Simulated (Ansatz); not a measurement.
Q: Predict a relaxed structure of the cluster Sn2Br4, charge 0, singlet, at PBE0-D4/def2-SVP (Ansatz).

A: 
```tsv
atom	x (Å)	y (Å)	z (Å)
Sn1	-0.7109	-0.0359	-1.3909
Sn2	0.4684	-0.0781	2.2155
Br3	1.0417	-1.7031	0.0583
Br4	-2.0541	-0.5760	2.0298
Br5	0.3012	1.9442	0.3446
Br6	0.9536	0.4489	-3.2573
```
Point group Cs (tolerance 0.1 Å). This is one stationary point.

In the def2 sets Sn takes a core potential; there is no spin–orbit coupling. The structure comes from a short search, and lower isomers may exist.
